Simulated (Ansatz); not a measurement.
Isolated molecules relaxed with PBE0-D4/def2-TZVP in Ansatz; ΔE leaves out vibrations. CCSD(T)/CBS is the MP2 limit (def2-TZVPP, def2-QZVPP) plus CCSD(T) − MP2 in def2-TZVPP, frozen cores. This one scheme is used for every species. DFT in def2-TZVPP. Each species was taken in one conformer, which may not be the lowest.

`COB([SiH3])Cl` + `[OH][Al]([OH])[Cl]` → `OB([SiH3])Cl` + `C[O][Al]([OH])[Cl]`  (redistribution)

| level | ΔE (kJ/mol) |
| --- | --- |
| PBE0 | 7.1 |
| HF/def2-TZVPP | 1.9 |
| MP2/def2-TZVPP | 11.0 |
| CCSD/CBS(def2) | 9.0 |

Problem. What does CCSD(T)/CBS give? (An estimate is asked.)

Solution. Computed: +10.6 kJ/mol. The listed levels differ from it by -3.5, -8.7, 0.4, -1.6 kJ/mol.

Largest T1 diagnostic among the species: 0.013.

In def2-TZVPP, CCSD(T) changes the Hartree–Fock value by +7.7 kJ/mol (the triples alone add +1.6 kJ/mol) and MP2 by +9.0 kJ/mol.
